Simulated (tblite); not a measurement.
Parent: `[CH3:1][C:2]1=[CH:3][CH2:4][P:5]([PH2:6])[CH2:7]1` with C4–P5–P6–H 88° and 180°, C2–C3–C4–P5 14°, C3–C4–P5–P6 78°, C4–P5–C7–C2 19°, C1–C2–C7–P5 166°, C5H10P2.

Structures optimised with GFN2-xTB, isolated species. One conformer each, not checked by frequencies here.

| coordinate of the parent | value |
| --- | --- |
| C1–C2 | 1.492 Å |
| C2=C3 | 1.325 Å |
| C3–C4 | 1.497 Å |
| C4–P5 | 1.869 Å |
| P5–P6 | 2.175 Å |
| P5–C7 | 1.867 Å |
| C2–C7 | 1.505 Å |
| C1–C2–C3 | 126.3° |
| C1–C2–C7 | 118.2° |
| C3–C2–C7 | 115.5° |
| C2–C3–C4 | 117.2° |
| C3–C4–P5 | 105.7° |
| C4–P5–P6 | 96.3° |
| C4–P5–C7 | 90.6° |
| P6–P5–C7 | 96.2° |
| C2–C7–P5 | 106.3° |

**Question.** How does the shared frame change in `[CH3:1][C:2]1=[CH:3][CH2:4][P@+:5]([CH3:6])([PH2:7])[CH2:8]1` (charge +1) with C4–P5–P7–H -42° and 51°, C2–C3–C4–P5 -7°, C3–C4–P5–C6 -103°, C4–P5–C8–C2 -9°, C1–C2–C8–P5 -174°, [C6H13P2]+? Atoms pair as C1 = C1, C2 = C2, C3 = C3, C4 = C4, P5 = P5, P6 = P7, C7 = C8 (parent first).

**Answer.** 
| parent | relative | value in the relative | change |
| --- | --- | --- | --- |
| C1–C2 | C1–C2 | 1.487 Å | -0.005 |
| C2=C3 | C2=C3 | 1.325 Å | 0.000 |
| C3–C4 | C3–C4 | 1.504 Å | +0.007 |
| C4–P5 | C4–P5 | 1.841 Å | -0.028 |
| P5–P6 | P5–P7 | 2.168 Å | -0.007 |
| P5–C7 | P5–C8 | 1.829 Å | -0.038 |
| C2–C7 | C2–C8 | 1.516 Å | +0.011 |
| C1–C2–C3 | C1–C2–C3 | 126.1° | -0.2 |
| C1–C2–C7 | C1–C2–C8 | 117.4° | -0.8 |
| C3–C2–C7 | C3–C2–C8 | 116.5° | +1.0 |
| C2–C3–C4 | C2–C3–C4 | 119.0° | +1.8 |
| C3–C4–P5 | C3–C4–P5 | 103.1° | -2.6 |
| C4–P5–P6 | C4–P5–P7 | 119.7° | +23.4 |
| C4–P5–C7 | C4–P5–C8 | 96.2° | +5.6 |
| P6–P5–C7 | P7–P5–C8 | 111.8° | +15.6 |
| C2–C7–P5 | C2–C8–P5 | 104.2° | -2.1 |

Of the parent's bonds, P5–C7 changes most (-0.038 Å). Bonds of the relative outside the shared frame: P5–C6 1.814 Å. Point group C1 → C1.

**Question.** How does the shared frame change in `[CH2:1]=[P@:2]1([PH2:3])[CH2:4][CH:5]=[C:6]([CH3:7])[CH2:8]1` with C1–P2–P3–H -67° and 26°, C1–P2–C4–C5 -95°, P2–C4–C5–C6 -18°, C5–C6–C8–P2 18°, C1–P2–C8–C6 115°, C6H12P2? Atoms pair as C1 = C7, C2 = C6, C3 = C5, C4 = C4, P5 = P2, P6 = P3, C7 = C8 (parent first).

**Answer.** 
```
  parent  relative  value in the relative  change
   C1–C2     C7–C6                1.493 Å  +0.001
   C2=C3     C6=C5                1.328 Å  +0.003
   C3–C4     C5–C4                1.490 Å  -0.007
   C4–P5     C4–P2                1.909 Å  +0.040
   P5–P6     P2–P3                2.167 Å  -0.008
   P5–C7     P2–C8                1.843 Å  -0.024
   C2–C7     C6–C8                1.502 Å  -0.003
C1–C2–C3  C7–C6–C5                 125.7°    -0.6
C1–C2–C7  C7–C6–C8                 118.2°     0.0
C3–C2–C7  C5–C6–C8                 116.1°    +0.6
C2–C3–C4  C6–C5–C4                 117.6°    +0.4
C3–C4–P5  C5–C4–P2                 103.1°    -2.6
C4–P5–P6  C4–P2–P3                 101.0°    +4.7
C4–P5–C7  C4–P2–C8                  91.0°    +0.4
P6–P5–C7  P3–P2–C8                 106.8°   +10.6
C2–C7–P5  C6–C8–P2                 105.3°    -1.0
```

Of the parent's bonds, C4–P5 changes most (+0.040 Å). Bonds of the relative outside the shared frame: C1=P2 1.708 Å. Point group C1 → C1.

The numbers are calculated, not measured.
